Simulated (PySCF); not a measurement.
Computed with core-valence-separated Tamm–Dancoff BHandHLYP/aug-pcX-1 (pcseg-1 on H, def2-SVPD on Si) in PySCF, non-relativistic, gas phase, PBE0-D3(BJ)/def2-SVP geometry. No empirical shift is added; at this level the pattern usually sits a few eV under experiment.

Main lines of an unknown, eV (oscillator strength): C K: 282.9 (0.076), 283.5 (0.073), 283.5 (0.061), 284.3 (0.057), 286.1 (0.047); O K: 528.0 (0.051). Listed: the first five lines at most of each edge with a tenth or more of its strongest line's intensity; roots within 0.03 eV on the same or equivalent atoms are summed. Only the lowest roots were sought, and the top ones are left out.

**Question.** Which candidate gives them?
A. `[SiH3]c1ccco1`
B. `O=CC#CC[SiH3]`
C. `C#C/C=C\O[SiH3]`

**Answer.** B. 

- `O=CC#CC[SiH3]`: C K: 282.9 (0.076), 283.5 (0.073), 283.5 (0.061), 284.3 (0.057), 286.1 (0.047); O K: 528.0 (0.051). First C line listed at 282.9 eV, hole on the alkyne carbon (1s→π*); first O line listed at 528.0 eV, hole on the aldehyde oxygen (1s→π*).
- `[SiH3]c1ccco1`: C K: 283.3 (0.053), 283.7 (0.057), 284.0 (0.055), 284.2 (0.065), 285.8 (0.009); O K: 532.6 (0.032), 536.2 (0.010), 536.5 (0.019). First C line listed at 283.3 eV, hole on the aromatic CH carbon (1s→π*); first O line listed at 532.6 eV, hole on the furan-type oxygen.
- `C#C/C=C\O[SiH3]`: C K: 283.1 (0.052), 283.3 (0.042), 283.5 (0.041), 283.6 (0.072), 283.7 (0.043); O K: 532.7 (0.014), 533.1 (0.011), 534.8 (0.008), 535.0 (0.011), 535.8 (0.007). First C line listed at 283.1 eV, hole on the terminal alkyne carbon (1s→π*); first O line listed at 532.7 eV, hole on the silyl ether oxygen.

One conformer each; other structures than these candidates weren't tested.
